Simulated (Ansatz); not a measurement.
One change: `CC(F)S[SiH3]` becomes `CC(N)F`.

Ansatz, PBE0-D4/def2-TZVP geometries, multiplicity 1. Each molecule was computed in one conformer, which needn't be the lowest.

```json
{"property": "HOMO–LUMO gap (PBE/def2-TZVPP) / eV", "`CC(F)S[SiH3]`": "5.25"}
{"property": "LUMO energy (PBE0/def2-TZVPP) / eV", "`CC(F)S[SiH3]`": "0.10"}
{"property": "size of the dipole moment (PBE/def2-TZVPP) / D", "`CC(F)S[SiH3]`": "1.52"}
{"property": "LUMO energy (B3LYP/def2-TZVPP) / eV", "`CC(F)S[SiH3]`": "-0.11"}
{"property": "HOMO–LUMO gap (B3LYP/def2-TZVPP) / eV", "`CC(F)S[SiH3]`": "6.93"}
{"property": "HOMO–LUMO gap (ωB97M-V/def2-TZVPP) / eV", "`CC(F)S[SiH3]`": "11.38"}
```

Give the same properties after the change, and the shifts. (Best estimate.)

Computed: 
| property | `CC(N)F` | shift |
| --- | --- | --- |
| HOMO–LUMO gap (PBE/def2-TZVPP) / eV | 6.63 | 1.38 |
| LUMO energy (PBE0/def2-TZVPP) / eV | 1.20 | 1.10 |
| size of the dipole moment (PBE/def2-TZVPP) / D | 1.02 | -0.50 |
| LUMO energy (B3LYP/def2-TZVPP) / eV | 0.82 | 0.93 |
| HOMO–LUMO gap (B3LYP/def2-TZVPP) / eV | 8.39 | 1.46 |
| HOMO–LUMO gap (ωB97M-V/def2-TZVPP) / eV | 12.85 | 1.47 |

With PBE0 the HOMO falls by 0.55 eV and the LUMO rises by 1.10 eV, so the gap widens by about 1.65 eV. PBE moves the HOMO by -0.19 eV and ωB97M-V by -0.80 eV. Dipoles are sizes alone; their direction can turn.

B3LYP here is the variant with VWN-RPA as its local correlation; programs differ in this.
